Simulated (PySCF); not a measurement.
The numbers are results of ωB97X-D3(BJ)/def2-TZVP // PBE0-D3(BJ)/def2-SVP in PySCF, not measurements. All species are isolated molecules in the gas phase. One relaxed conformer stands for a flexible species; it need not be the lowest. Delta-SCF ions had no search for a lower state. Excitations are Tamm–Dancoff values on a coarser integration grid. The basis has no diffuse functions, so Rydberg states are missing or too high.

Reference species: [Ga(H)3(NH3)] (neutral, multiplicity 1).

* **S1 oscillator strength**: 0.009
* **S1 excitation (TDA)**: 6.81 eV
* **vertical ionisation energy (Delta-SCF)**: 10.18 eV
* **HOMO**: -9.99 eV

After one change: the S1 oscillator strength is nearly the same; the S1 excitation (TDA) falls by 0.19 eV; the vertical ionisation energy (Delta-SCF) rises by 0.35 eV; the HOMO falls by 0.41 eV.

Which change was made? The new species is one of these.
(A) [Ga(H)3(CH3CN)]
(B) [Ga(H)3(CH3OH)]
(C) [Ga(H)3(NCH)]
(D) [Ga(H)3(H2S)]

D, [Ga(H)3(H2S)]
